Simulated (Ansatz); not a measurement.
Computed with Ansatz on PBE0-D4/def2-TZVP structures; ΔE is electronic, products minus reactants. CBS: MP2 limit from def2 TZ/QZ plus the TZ coupled-cluster correction, frozen cores. DFT in def2-TZVPP. Elements past krypton have def2 core potentials. For Te outer-core shells are correlated without core-valence functions, which leaves a few kJ/mol of doubt a bond. One conformer a species, not always the lowest.

Consider the formal exchange of groups at the Si–N bond: `C[Te][SiH2]N` + `CCCCF` → `C[SiH2][Te]C` + `NCCCF`.

```json
{"level": "PBE0-D4", "ΔE (kJ/mol)": "80.6"}
{"level": "RPA@PBE/def2-TZVPP", "ΔE (kJ/mol)": "80.1"}
```

What does CCSD(T)/CBS give? (Best estimate.)

The calculation gave: +85.8 kJ/mol. The listed levels differ from it by -5.2, -5.7 kJ/mol.

What do rigid-rotor, harmonic-oscillator terms from PBE0-D4/def2-TZVP frequencies (298.15 K, 1 bar) make of the CCSD(T)/CBS value? (Best estimate.)

Computed: ΔZPE = -0.5 kJ/mol, ΔH = +85.6 kJ/mol, ΔS = 7 J/(mol·K), ΔG = +83.6 kJ/mol. Modes under 50 cm⁻¹ make the entropy rough.

Largest T1 diagnostic among the species: 0.010.

At CCSD(T), def2-SVP lies −5.3 kJ/mol from the extrapolated value and def2-TZVPP −1.6 kJ/mol. Leaving LDA and LC-ωPBE aside and taking each functional with its dispersion term where it has one, the values, not all of them listed here, spread over 10.2 kJ/mol, from revPBE-D4 to BHLYP-D4. LDA lies +5.2 kJ/mol from PBE without D4. From BLYP to BHLYP (50 % exact exchange), in def2-TZVPP and without D4, ΔE moves by +6.0 kJ/mol.

CCSD(T)/CBS has its own doubt, a few kJ/mol and more with outer-core shells, so smaller differences from it don't rank the levels.
